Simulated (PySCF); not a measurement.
A structure optimised at B3LYP-D3(BJ)/def2-SVP, used in a PySCF frequency run:

```
Si
H 1 1.4879
H 1 1.4879 2 109.58
C 1 1.8751 2 111.76 3 124.44
H 4 1.1006 1 110.66 2 178.50
H 4 1.1006 5 108.44 1 121.55
H 4 1.1030 5 108.56 6 117.76
I 1 2.4806 2 107.03 3 -115.72
```

Write its SMILES, formula and point group.

C[SiH2]I, CH₅ISi, Cs

What are its rotational constants (standard atomic weights)?

14.425, 1.8432, 1.6844 GHz
